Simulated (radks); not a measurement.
Excited configurations of Co3+: one electron is placed in a higher orbital outside [Ar] 3d5. The ground configuration is [Ar] 3d6. All-electron calculation, non-relativistic Kohn-Sham, PBEsol, spin-polarised, spherical densities, point nucleus; open shells are filled with parallel spins first. Program: a radial shooting solver on a logarithmic mesh with Libxc functionals. Excitation = E - E(ground); binding = E(ion) - E, where the ion is the core of charge +4; n* = 4/sqrt(2 binding) in atomic units, and the quantum defect is n - n*.

outer orbital  excitation (eV)  binding (eV)     n*  quantum defect
4p                      19.614        32.646  2.582           1.418
4d                      30.723        21.537  3.179           0.821
6s                      40.380        11.880  4.281           1.719
6d                      43.836         8.424  5.084           0.916
6f                      45.678         6.582  5.751           0.249

The Delta-SCF ionisation energy is 52.260 eV (NIST Atomic Spectra Database: 51.3 eV, semi-empirical). Self-interaction in the functional shifts the binding energies and quantum defects, so they are the method's values and not measured ones. Open shells are spherical and high-spin; term and fine-structure splittings are not resolved.
